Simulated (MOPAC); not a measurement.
Input file for MOPAC: PM7 on CH3N (SMILES C=N), a point of a bond scan (R = 1.263 Å).

```
PM7 1SCF PRECISE CHARGE=0 THREADS=1
CH3N

C     -0.55740008 1     0.17855308 1     0.01045098 1
N      0.60302823 1    -0.31992002 1    -0.01201016 1
H     -1.41804796 1    -0.49076045 1     0.02134142 1
H     -0.77858901 1     1.25082695 1     0.02015765 1
H      1.31983979 1     0.40805513 1    -0.02013386 1
```

It printed:

```
*******************************************************************************
 **                                                                           **
 **                              MOPAC v23.2.5                                **
 **                                                                           **
 *******************************************************************************
 ** MOPAC's Digital Object Identifier: https://doi.org/10.5281/zenodo.6511958 **
 **                                                                           **
 ** Please cite the open-source release paper for use of this MOPAC version:  **
 ** J. E. Moussa and J. J. P. Stewart (2026)                                  **
 ** MOPAC: An open-source semiempirical molecular orbital program             **
 ** J. Open Source Softw., 11(119), 8025, https://doi.org/10.21105/joss.08025 **
 *******************************************************************************

                              PM7 CALCULATION RESULTS

 *******************************************************************************
 *  PM7        - The PM7 Hamiltonian to be used
 *
 *
 *
 *                 CHARGE ON SYSTEM = 0
 *
 *
 *
 *  PRECISE    - TIGHTER CRITERIA TO BE USED
 *  1SCF       - DO 1 SCF AND THEN STOP
 *  THREADS=1  - MULTI-THREADING NOT USED
 *  T=         - A TIME OF 172800.0 SECONDS REQUESTED
 *  DUMP=N     - RESTART FILE WRITTEN EVERY 7200.0 SECONDS REQUESTED
 *******************************************************************************
PM7 1SCF PRECISE CHARGE=0 THREADS=1
 CH3N

   ATOM   CHEMICAL          X               Y               Z
  NUMBER   SYMBOL      (ANGSTROMS)     (ANGSTROMS)     (ANGSTROMS)

     1       C         -0.55740008  *   0.17855308  *   0.01045098  *
     2       N          0.60302823  *  -0.31992002  *  -0.01201016  *
     3       H         -1.41804796  *  -0.49076045  *   0.02134142  *
     4       H         -0.77858901  *   1.25082695  *   0.02015765  *
     5       H          1.31983979  *   0.40805513  *  -0.02013386  *



          CARTESIAN COORDINATES

    NO.       ATOM           X           Y           Z

     1         C         -0.5574      0.1786      0.0105
     2         N          0.6030     -0.3199     -0.0120
     3         H         -1.4180     -0.4908      0.0213
     4         H         -0.7786      1.2508      0.0202
     5         H          1.3198      0.4081     -0.0201

 General Reference for PM7:
 "Optimization of Parameters for Semiempirical Methods VI: More Modifications to the
 NDDO Approximations and Re-optimization of Parameters", J. J. P. Stewart, J. Mol. Mod., 1:32, 19 (2013)
 https://link.springer.com/article/10.1007/s00894-012-1667-x

           Empirical Formula: C H3 N  =     5 atoms



      MOLECULAR POINT GROUP   :   Cs


      RHF CALCULATION, NO. OF DOUBLY OCCUPIED LEVELS = 6


 -------------------------------------------------------------------------------
 PM7 1SCF PRECISE CHARGE=0 THREADS=1
 CH3N



     1SCF WAS SPECIFIED, SO BFGS WAS NOT USED
     SCF FIELD WAS ACHIEVED


                              PM7 CALCULATION
                                                       MOPAC v23.2.5 Linux




          FINAL HEAT OF FORMATION =         25.02531 KCAL/MOL =     104.70591 KJ/MOL


          COSMO AREA              =         65.71 SQUARE ANGSTROMS
          COSMO VOLUME            =         47.35 CUBIC ANGSTROMS

          IONIZATION POTENTIAL    =         10.602342 EV
          HOMO LUMO ENERGIES (EV) =        -10.602  0.659
          NO. OF FILLED LEVELS    =          6
          MOLECULAR WEIGHT        =         29.0414         POINT GROUP:  Cs

          MOLECULAR DIMENSIONS (Angstroms)

            Atom       Atom       Distance
            H     5    H     3     2.88195
            H     4    N     2     1.92343
            C     1    H     5     0.00000


          SCF CALCULATIONS        =          1





   ATOM   CHEMICAL          X               Y               Z
  NUMBER   SYMBOL      (ANGSTROMS)     (ANGSTROMS)     (ANGSTROMS)

     1       C         -0.55740008  *   0.17855308  *   0.01045098  *
     2       N          0.60302823  *  -0.31992002  *  -0.01201016  *
     3       H         -1.41804796  *  -0.49076045  *   0.02134142  *
     4       H         -0.77858901  *   1.25082695  *   0.02015765  *
     5       H          1.31983979  *   0.40805513  *  -0.02013386  *

                             CARTESIAN COORDINATES

   1    C       -0.557400080     0.178553080     0.010450980
   2    N        0.603028230    -0.319920020    -0.012010160
   3    H       -1.418047960    -0.490760450     0.021341420
   4    H       -0.778589010     1.250826950     0.020157650
   5    H        1.319839790     0.408055130    -0.020133860


           Empirical Formula: C H3 N  =     5 atoms



      MOLECULAR POINT GROUP   :   Cs


                  EIGENVALUES
 -35.50434 -22.35948 -17.64986 -14.82251 -12.67109 -10.60234   0.65925   4.46218
   4.92857   5.15503   6.51214


              NET ATOMIC CHARGES AND DIPOLE CONTRIBUTIONS

  ATOM NO.   TYPE          CHARGE      No. of ELECS.   s-Pop       p-Pop
    1          C          -0.083914        4.0839     1.11007     2.97384
    2          N          -0.425757        5.4258     1.74037     3.68539
    3          H           0.161211        0.8388     0.83879
    4          H           0.117802        0.8822     0.88220
    5          H           0.230657        0.7693     0.76934
 DIPOLE           X         Y         Z       TOTAL
 POINT-CHG.    -1.085     1.362     0.026     1.742
 HYBRID         0.083     0.939     0.004     0.943
 SUM           -1.001     2.301     0.030     2.510


          ATOMIC ORBITAL ELECTRON POPULATIONS

     Atom    s        px        py        pz
    1  C   1.11007   0.99449   1.08061   0.89875
    2  N   1.74037   1.12204   1.46206   1.10129
    3  H   0.83879
    4  H   0.88220
    5  H   0.76934

 **********************
 *                    *
 * JOB ENDED NORMALLY *
 *                    *
 **********************




 == MOPAC DONE ==
```

The run finished.

Cost: about 0.020 core-seconds (a rough figure).
